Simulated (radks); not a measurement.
Isoelectronic series with 6 electrons, each ion in its NIST ground configuration. Calculated with a radial shooting solver on a logarithmic mesh with Libxc functionals: scalar-relativistic Kohn-Sham, LDA (Slater exchange, Perdew-Wang correlation), spin-polarised, spherical densities, finite nucleus; open shells are filled with parallel spins first; Fermi nuclear charge, rms radius of each element as measured or else 0.836 A^(1/3) + 0.57 fm. Total energies (hartree) and mean radii <r> (bohr) (* marks an orbital that is empty in some or all of the ions):

[
 {"ion": "C", "configuration": "[He] 2s2 2p2", "E (hartree)": "-37.48447", "2p down*": "1.960", "2p up": "1.735", "2s down": "1.629", "2s up": "1.564", "1s down": "0.2722"},
 {"ion": "N+", "configuration": "[He] 2s2 2p2", "E (hartree)": "-53.61496", "2p down*": "1.328", "2p up": "1.248", "2s down": "1.278", "2s up": "1.239", "1s down": "0.2307"},
 {"ion": "O2+", "configuration": "[He] 2s2 2p2", "E (hartree)": "-72.76337", "2p down*": "1.029", "2p up": "0.9857", "2s down": "1.050", "2s up": "1.025", "1s down": "0.2001"},
 {"ion": "F3+", "configuration": "[He] 2s2 2p2", "E (hartree)": "-94.92813", "2p down*": "0.8450", "2p up": "0.8176", "2s down": "0.8918", "2s up": "0.8737", "1s down": "0.1766"},
 {"ion": "Ne4+", "configuration": "[He] 2s2 2p2", "E (hartree)": "-120.11089", "2p down*": "0.7187", "2p up": "0.6997", "2s down": "0.7751", "2s up": "0.7615", "1s down": "0.1580"},
 {"ion": "Mg6+", "configuration": "[He] 2s2 2p2", "E (hartree)": "-179.54393", "2p down*": "0.5549", "2p up": "0.5441", "2s down": "0.6144", "2s up": "0.6060", "1s down": "0.1305"},
 {"ion": "Al7+", "configuration": "[He] 2s2 2p2", "E (hartree)": "-213.80305", "2p down*": "0.4984", "2p up": "0.4899", "2s down": "0.5567", "2s up": "0.5499", "1s down": "0.1200"},
 {"ion": "Si8+", "configuration": "[He] 2s2 2p2", "E (hartree)": "-251.09753", "2p down*": "0.4525", "2p up": "0.4456", "2s down": "0.5089", "2s up": "0.5032", "1s down": "0.1111"},
 {"ion": "P9+", "configuration": "[He] 2s2 2p2", "E (hartree)": "-291.43334", "2p down*": "0.4144", "2p up": "0.4087", "2s down": "0.4686", "2s up": "0.4639", "1s down": "0.1033"},
 {"ion": "S10+", "configuration": "[He] 2s2 2p2", "E (hartree)": "-334.81695", "2p down*": "0.3823", "2p up": "0.3774", "2s down": "0.4342", "2s up": "0.4301", "1s down": "0.09662"},
 {"ion": "Cl11+", "configuration": "[He] 2s2 2p2", "E (hartree)": "-381.25538", "2p down*": "0.3547", "2p up": "0.3506", "2s down": "0.4045", "2s up": "0.4010", "1s down": "0.09070"},
 {"ion": "Ar12+", "configuration": "[He] 2s2 2p2", "E (hartree)": "-430.75619", "2p down*": "0.3309", "2p up": "0.3274", "2s down": "0.3786", "2s up": "0.3755", "1s down": "0.08546"},
 {"ion": "K13+", "configuration": "[He] 2s2 2p2", "E (hartree)": "-483.32744", "2p down*": "0.3101", "2p up": "0.3070", "2s down": "0.3557", "2s up": "0.3530", "1s down": "0.08079"},
 {"ion": "Ca14+", "configuration": "[He] 2s2 2p2", "E (hartree)": "-538.97771", "2p down*": "0.2917", "2p up": "0.2890", "2s down": "0.3354", "2s up": "0.3330", "1s down": "0.07659"}
]
